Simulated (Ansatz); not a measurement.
Geometry optimisation, Ansatz 0.2.0, RKS B3LYP-D4/6-31G*.

Input file:

```yaml
crystal:
  periodic: [false, false, false]
  atoms:
    - { symbol: B, position_ang: [0.050236, -0.419511, 0.23756] }
    - { symbol: "N", position_ang: [-0.051996, -0.600803, 1.69715] }
    - { symbol: H, position_ang: [-0.890568, -0.949605, 2.139273] }
    - { symbol: H, position_ang: [0.754099, -0.591066, 2.306156] }
    - { symbol: H, position_ang: [1.128003, -0.214726, -0.2295] }
    - { symbol: H, position_ang: [-0.935227, -0.579032, -0.414877] }
    - { symbol: "N", position_ang: [-0.319574, 2.253657, 0.759162] }
    - { symbol: H, position_ang: [-1.049092, 2.954238, 0.639116] }
    - { symbol: C, position_ang: [0.926349, 2.880424, 1.192084] }
    - { symbol: H, position_ang: [1.685493, 2.102804, 1.32237] }
    - { symbol: H, position_ang: [1.283074, 3.565088, 0.416202] }
    - { symbol: H, position_ang: [0.854345, 3.443445, 2.137465] }
    - { symbol: H, position_ang: [-0.639843, 1.575688, 1.47454] }
basis:
  gaussian: { orbitals: "6-31G*" }
hamiltonian:
  xc: b3lyp
  dispersion: d4
relax:
  f_tol: 0.03
  max_steps: 50
output:
  orbitals: {}
```

Command:

```bash
$ ansatz run input.yaml --threads 1 --pin off --max-ram 2048MiB --backend cpu --events-out ev --progress --plain --runs-dir out
```

**Question.** Where does it end, and by what steps?

**Answer.** The run converged. After 17 steps the energy has fallen by 0.442 eV; H11 moved furthest, 1.08 Å. Joined: B1–N7 (2.75 → 1.70 Å).

```
step  energy less start (eV)  largest force component (eV/Å)  accepted
   0                  0.0000                           2.206       yes
   1                 -0.0835                           1.278       yes
   2                 -0.1147                           0.480       yes
   3                 -0.1213                           0.242       yes
   4                 -0.1313                           0.342       yes
   5                 -0.1438                           0.125       yes
   6                 -0.1552                           0.193       yes
   7                 -0.1873                           0.312       yes
   8                 -0.2460                           0.656       yes
   9                 -0.2916                           0.621       yes
  10                 -0.3323                           1.608       yes
  11                 -0.3959                           0.599       yes
  12                 -0.4009                           0.572       yes
  13                 -0.4321                           0.177       yes
  14                 -0.4372                           0.072       yes
  15                 -0.4406                           0.040       yes
  16                 -0.4414                           0.032       yes
  17                 -0.4416                           0.021       yes
```

```xyz
13
Properties=species:S:1:pos:R:3
B -0.134 0.281 0.455
N 0.248 -0.361 1.757
H -0.417 -1.048 2.096
H 1.164 -0.796 1.762
H 0.736 0.306 -0.398
H -1.237 -0.013 0.029
N -0.335 1.933 0.819
H -0.698 2.419 -0.002
C 0.899 2.580 1.315
H 1.252 1.982 2.158
H 1.645 2.548 0.518
H 0.727 3.615 1.626
H -1.056 1.977 1.541
```

The run took 59 s on 1 thread of Arm Neoverse V2, on a shared host, peak memory 0.15 GiB.
